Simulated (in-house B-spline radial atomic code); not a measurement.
Computed with a B-spline radial atomic code. Model: two electrons, singlet ground state, non-relativistic, full CI in B-splines with partial waves to l = 8 (at full coupling up to 3e-4 hartree above the limit, correlation up to 0.6 % small), density held at that of full coupling by Lieb maximisation.

Along the adiabatic connection the electron repulsion is scaled by a coupling λ while a local potential keeps the density fixed. At λ = 0 the system is the Kohn-Sham one and W equals the exchange energy; the exchange-correlation energy is the area under W between 0 and 1. The kinetic energy rises with λ as the electrons avoid each other, with dT/dλ = −λ dW/dλ.

Command:
```bash
python run_ac.py task.json out
```
Settings (lengths in bohr, energies in hartree):
```
potential              coulomb
strength               1.45
lmax                   8
```

Cost of the run: 61 s on 1 thread of Intel(R) Xeon(R) Processor @ 2.30GHz (shared host).

**W = mean repulsion less Hartree energy, and W of three functionals.**

Given: confinement point charge; nuclear charge 1.45; external potential -Z/r.

Computed: LDA exchange minus exact 90.954 millihartree; PBE exchange minus exact 2.6212 millihartree.

```json
{"coupling": "0", "W xc (hartree)": "-0.67785", "W xc minus exchange (millihartree)": "0", "kinetic minus Kohn-Sham (millihartree)": "0", "LDA (PW92) W minus its exchange (millihartree)": "0", "PBE W minus its exchange (millihartree)": "0", "SCAN W minus its exchange (millihartree)": "0"}
{"coupling": "0.02", "W xc (hartree)": "-0.67985", "W xc minus exchange (millihartree)": "-1.992", "kinetic minus Kohn-Sham (millihartree)": "0.02", "LDA (PW92) W minus its exchange (millihartree)": "-10.84", "PBE W minus its exchange (millihartree)": "-1.67", "SCAN W minus its exchange (millihartree)": "-1.8"}
{"coupling": "0.05", "W xc (hartree)": "?", "W xc minus exchange (millihartree)": "?", "kinetic minus Kohn-Sham (millihartree)": "?", "LDA (PW92) W minus its exchange (millihartree)": "?", "PBE W minus its exchange (millihartree)": "?", "SCAN W minus its exchange (millihartree)": "?"}
{"coupling": "0.12", "W xc (hartree)": "-0.68941", "W xc minus exchange (millihartree)": "-11.554", "kinetic minus Kohn-Sham (millihartree)": "0.68", "LDA (PW92) W minus its exchange (millihartree)": "-40.8", "PBE W minus its exchange (millihartree)": "-10.16", "SCAN W minus its exchange (millihartree)": "-10.19"}
{"coupling": "0.25", "W xc (hartree)": "-0.70092", "W xc minus exchange (millihartree)": "-23.061", "kinetic minus Kohn-Sham (millihartree)": "2.8", "LDA (PW92) W minus its exchange (millihartree)": "-66.51", "PBE W minus its exchange (millihartree)": "-20.85", "SCAN W minus its exchange (millihartree)": "-20.08"}
{"coupling": "0.4", "W xc (hartree)": "-0.71304", "W xc minus exchange (millihartree)": "-35.185", "kinetic minus Kohn-Sham (millihartree)": "6.73", "LDA (PW92) W minus its exchange (millihartree)": "-89.03", "PBE W minus its exchange (millihartree)": "-32.42", "SCAN W minus its exchange (millihartree)": "-30.39"}
{"coupling": "0.6", "W xc (hartree)": "-0.72753", "W xc minus exchange (millihartree)": "-49.677", "kinetic minus Kohn-Sham (millihartree)": "13.94", "LDA (PW92) W minus its exchange (millihartree)": "-112.75", "PBE W minus its exchange (millihartree)": "-46.53", "SCAN W minus its exchange (millihartree)": "-42.69"}
{"coupling": "0.8", "W xc (hartree)": "?", "W xc minus exchange (millihartree)": "?", "kinetic minus Kohn-Sham (millihartree)": "?", "LDA (PW92) W minus its exchange (millihartree)": "?", "PBE W minus its exchange (millihartree)": "?", "SCAN W minus its exchange (millihartree)": "?"}
{"coupling": "1", "W xc (hartree)": "-0.75186", "W xc minus exchange (millihartree)": "-74.003", "kinetic minus Kohn-Sham (millihartree)": "33.22", "LDA (PW92) W minus its exchange (millihartree)": "-148.32", "PBE W minus its exchange (millihartree)": "-70.82", "SCAN W minus its exchange (millihartree)": "-63.54"}
{"coupling": "1.4", "W xc (hartree)": "-0.7714", "W xc minus exchange (millihartree)": "-93.548", "kinetic minus Kohn-Sham (millihartree)": "56.54", "LDA (PW92) W minus its exchange (millihartree)": "-174.88", "PBE W minus its exchange (millihartree)": "-90.93", "SCAN W minus its exchange (millihartree)": "-80.68"}
{"coupling": "2", "W xc (hartree)": "-0.79435", "W xc minus exchange (millihartree)": "-116.5", "kinetic minus Kohn-Sham (millihartree)": "95.23", "LDA (PW92) W minus its exchange (millihartree)": "-205.14", "PBE W minus its exchange (millihartree)": "-115.47", "SCAN W minus its exchange (millihartree)": "-101.51"}
{"coupling": "3", "W xc (hartree)": "-0.82159", "W xc minus exchange (millihartree)": "-143.73", "kinetic minus Kohn-Sham (millihartree)": "162.42", "LDA (PW92) W minus its exchange (millihartree)": "-241.1", "PBE W minus its exchange (millihartree)": "-146.34", "SCAN W minus its exchange (millihartree)": "-127.52"}
{"coupling": "4.5", "W xc (hartree)": "-0.848", "W xc minus exchange (millihartree)": "-170.15", "kinetic minus Kohn-Sham (millihartree)": "259.9", "LDA (PW92) W minus its exchange (millihartree)": "-277.37", "PBE W minus its exchange (millihartree)": "-178.84", "SCAN W minus its exchange (millihartree)": "-154.29"}
```

(1) What belongs in the row 0.05?

(2) What belongs in the row 0.8?

(3) What is the SCAN exchange minus exact?

**Energy parts, natural occupations and partial-wave weights.**

Computed: total energy -1.3489 hartree; exchange energy -0.67785 hartree; correlation energy -0.040784 hartree; kinetic part of the DFT correlation energy 0.03322 hartree; initial slope twice GL2 -0.10031 hartree; Kohn-Sham kinetic 1.3155 hartree; Lieb Oxford ratio E_xc over LDA exchange 1.2245.

| natural | occupation of the shell (electrons) |
| --- | --- |
| s | 1.9654 |
| s | 0.019298 |
| p | 0.013971 |
| d | ? |
| p | 0.00039352 |
| s | 0.00023617 |

(4) What belongs in the row d?

| wave | weight |
| --- | --- |
| s | 0.99247 |
| p | 0.0071998 |
| d | ? |
| f | 3.6189e-05 |
| g | 8.0809e-06 |

(5) What belongs in the row d?

(6) What is the kinetic part over minus potential part?

(7) What is the Hartree energy?

Answers

(1) W xc (hartree): -0.68278; W xc minus exchange (millihartree): -4.93; kinetic minus Kohn-Sham (millihartree): 0.12; LDA (PW92) W minus its exchange (millihartree): -21.79; PBE W minus its exchange (millihartree): -4.22; SCAN W minus its exchange (millihartree): -4.41.

(2) W xc (hartree): -0.74039; W xc minus exchange (millihartree): -62.535; kinetic minus Kohn-Sham (millihartree): 22.92; LDA (PW92) W minus its exchange (millihartree): -132.02; PBE W minus its exchange (millihartree): -59.27; SCAN W minus its exchange (millihartree): -53.66.

(3) -6.2489 millihartree.

(4) occupation of the shell (electrons): 0.00050111.

(5) weight: 0.00027883.

(6) 0.44889.

(7) 1.3557 hartree.

Half-way to full coupling W has made 57 % of its drop, against 50 % for a straight line, and second-order (GL2) theory, half the initial slope, overshoots the correlation energy by about 23 %: a moderate bend, as in light atoms. Over couplings 0 to 1 the errors in E_xc come to about +38 millihartree for LDA, +5.2 millihartree for PBE, -0.6 millihartree for SCAN, so SCAN is nearest. In LDA and SCAN the errors of exchange and correlation have opposite signs, so the sum is smaller than the larger of the two.
